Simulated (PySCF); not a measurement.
**Exercise with solution: chemical shift, span and skew from a shielding tensor**

H2S2Se, SMILES S[Se]S. Atoms are numbered in the order given.

```xyz
5

Se     0.0000     0.0000     0.6768
S      1.7138    -0.0840    -0.6663
H      1.8641     1.2360    -0.8449
S     -1.7138     0.0840    -0.6663
H     -1.8641    -1.2360    -0.8449
```
Charge 0, spin multiplicity 1.

Geometry: ωB97X-D3(BJ)/def2-TZVP. Other conformers were not sampled.

GIAO shieldings from KT2/pcSseg-2 (PySCF), non-relativistic, no solvent. The symmetric part of the tensor of Se1 has the principal values 402.2, 1579.2, 1676.1 ppm. The same nucleus in Me2Se has σ = 1704.9 ppm at this level (PySCF, at its B3LYP-D3(BJ)/def2-TZVP geometry).

Question: Work out the isotropic shielding, the ⁷⁷Se shift against Me2Se, the span and the skew.

Answer: 
σ(iso) = (σ11 + σ22 + σ33)/3 = 1219.2 ppm. δ = σ(ref) − σ(iso) = 1704.9 − (1219.2) = 485.7 ppm.
Span Ω = σ33 − σ11 = 1273.9 ppm. Skew κ = 3(σ(iso) − σ22)/Ω = -0.85. Tumbling in solution averages the tensor to δ; in a static solid the shielding alone would spread this spin-1/2 line over Ω.
